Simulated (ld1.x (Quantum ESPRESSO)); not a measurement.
Building the PAW potential for bromine (PBE, scalar-relativistic).

The input file (ld1.x (Quantum ESPRESSO) 7.5):

```
&input
   title='Br', zed=35., rel=1, dft='PBE', iswitch=3,
   config='[Ar] 3d10 4s2 4p4',
   nld=3, rlderiv=1.85, eminld=-8.0, emaxld=5.0, deld=0.04
 /
 &inputp
   pseudotype=3, lpaw=.true., tm=.true., lloc=-1, rcloc=0.80,
   nlcc=.true., new_core_ps=.true., rcore=0.50,
   which_augfun='PSQ', rmatch_augfun_nc=.true.,
   file_pseudopw='Br.UPF', file_wfcaegen='ae.wfc', file_wfcncgen='nc.wfc', file_beta='beta', file_chi='chi', file_wfcusgen='us.wfc'
 /
6
4S  1  0   2.00   0.00  1.00  1.35  0.0
4S  1  0   0.00  -0.80  1.00  1.35  0.0
4P  2  1   4.00   0.00  1.25  1.70  0.0
4P  2  1   0.00   3.35  1.25  1.70  0.0
3D  3  2  10.00   0.00  0.90  1.05  0.0
3D  3  2   0.00  -2.90  0.90  1.05  0.0
 &test
   configts(1)='3d10 4s2 4p4'
 /
```

Command:

```bash
ld1.x < Br.in > Br.out
```

The program printed (shortened: banner, matrices, multipoles, cross overlaps and the repeated all-electron block are left out):

```
Program LD1 v.7.5
     --------------------------- All-electron run ----------------------------

     Br
     scalar relativistic calculation

     atomic number is 35.00
     dft =PBE   lsd =0 sic =0 latt =0  beta=0.20 tr2=1.0E-14
     Exchange-correlation= PBE
                           (   1   4   3   4   0   0   0)
     mesh =1213 r(mesh) =  98.95369 a.u. xmin = -7.00 dx = 0.01250
     1 Ry =  13.60569312 eV, c = 137.03599908

     n l     nl                  e(Ry)          e(Ha)          e(eV)
     1 0     1S 1( 2.00)      -979.7002      -489.8501    -13329.5007
     2 0     2S 1( 2.00)      -128.2097       -64.1049     -1744.3819
     2 1     2P 1( 6.00)      -113.1770       -56.5885     -1539.8512
     3 0     3S 1( 2.00)       -18.3226        -9.1613      -249.2912
     3 1     3P 1( 6.00)       -13.5756        -6.7878      -184.7061
     3 2     3D 1(10.00)        -5.7268        -2.8634       -77.9172
     4 0     4S 1( 2.00)        -2.2340        -1.1170       -30.3949
     4 1     4P 1( 4.00)        -1.2841        -0.6420       -17.4705

     final scf error:  7.6E-15 reached in  36 iterations

     Etot =   -5211.906836 Ry,   -2605.953418 Ha,  -70911.604995 eV

     Ekin =    5324.744794 Ry,    2662.372397 Ha,   72446.843628 eV
     Encl =  -12540.516438 Ry,   -6270.258219 Ha, -170622.418263 eV
     Eh   =    2187.388516 Ry,    1093.694258 Ha,   29760.936891 eV
     Exc  =    -183.523708 Ry,     -91.761854 Ha,   -2496.967251 eV

     normalization and overlap integrals

     s(1S/1S) =  1.000000  <r> =   0.0427  <r2> =    0.0025  r(max) =   0.0279
     s(2S/2S) =  1.000000  <r> =   0.1895  <r2> =    0.0424  r(max) =   0.1584
     s(2P/2P) =  1.000000  <r> =   0.1654  <r2> =    0.0335  r(max) =   0.1280
     s(3S/3S) =  1.000000  <r> =   0.5514  <r2> =    0.3497  r(max) =   0.4817
     s(3P/3P) =  1.000000  <r> =   0.5640  <r2> =    0.3727  r(max) =   0.4817
     s(3D/3D) =  1.000000  <r> =   0.5899  <r2> =    0.4315  r(max) =   0.4305
     s(4S/4S) =  1.000000  <r> =   1.6337  <r2> =    3.0460  r(max) =   1.4115
     s(4P/4P) =  1.000000  <r> =   1.9618  <r2> =    4.4581  r(max) =   1.6196

     ------------------------ End of All-electron run ------------------------

     --------------------- Generating PAW atomic setup --------------------

      Generating local potential from pseudized AE potential:
      Matching radius rcloc =   0.8000

      Local pseudo, rcloc= 0.794 Estimated cut-off energy=    38.42 Ry

      Computing core charge for nlcc:

       r > 0.50 : true rho core
      Core charge pseudized with two Bessel functions
      Integrated core pseudo-charge :   9.37
      Wfc-us  4S rcutus= 1.343  Estimated cut-off energy=    24.15 Ry
      Wfc-us  4S rcutus= 1.343  Estimated cut-off energy=    26.12 Ry
      Wfc-us  4P rcutus= 1.681  Estimated cut-off energy=    26.66 Ry
      Wfc-us  4P rcutus= 1.681  Estimated cut-off energy=    40.77 Ry
      Wfc-us  3D rcutus= 1.046  Estimated cut-off energy=   109.35 Ry
      Wfc-us  3D rcutus= 1.046  Estimated cut-off energy=   180.61 Ry

     Required augmentation: PSQ   radius:    1.700000

     Q pseudized with Bessel functions
     Expected ecutrho=     538.5009 due to l1=  2   l2=  2

     Estimated PAW energy = -449.834534 Ryd

     ------------------- End of pseudopotential generation -------------------

     Computing logarithmic derivative in   1.84674
     Computing logarithmic derivative in   1.84674
     Computing the partial wave expansion
     R is outside the sphere for l=    0 j= 0.00
     R is outside the sphere for l=    0 j= 0.00
     R is outside the sphere for l=    1 j= 0.00
     R is outside the sphere for l=    1 j= 0.00
     R is outside the sphere for l=    2 j= 0.00
     R is outside the sphere for l=    2 j= 0.00

     ---------------------- Testing the pseudopotential ----------------------

     Br
     scalar relativistic calculation

     atomic number is 35.00   valence charge is 17.00
     dft = SLA  PW   PBX  PBC   lsd =0 sic =0 latt =0  beta=0.20 tr2=1.0E-14
     mesh =1213 r(mesh) =  98.95369 xmin = -7.00 dx = 0.01250

     n l     nl             e AE (Ry)        e PS (Ry)    De AE-PS (Ry)
     3 2     3D   1(10.00)       -5.72681       -5.72684        0.00003
     1 0     4S   1( 2.00)       -2.23398       -2.23400        0.00002
     2 1     4P   1( 4.00)       -1.28406       -1.28407        0.00001

     eps = 9.2E-15  iter =  5

     Etot =   -5211.906836 Ry,   -2605.953418 Ha,  -70911.604995 eV
     Etotps =  -449.834669 Ry,    -224.917335 Ha,   -6120.312464 eV

     Ekin =     472.736568 Ry,     236.368284 Ha,    6431.908671 eV
     Encl =    -988.687462 Ry,    -494.343731 Ha,  -13451.778206 eV
     Ehrt =     249.639887 Ry,     124.819944 Ha,    3396.523696 eV
     Ecxc =    -183.523662 Ry,     -91.761831 Ha,   -2496.966625 eV
     (Ecc =     -25.473425 Ry,     -12.736713 Ha,    -346.583604 eV)

     ---------------------- End of pseudopotential test ----------------------
```

Note: ghost state, extra bound levels that the all-electron valence spectrum of the same l lacks: s at -271.4 eV. A true bound ghost makes a file unfit for plane-wave use.

Generation and configuration tests took about 2 s on one core of a shared server CPU.
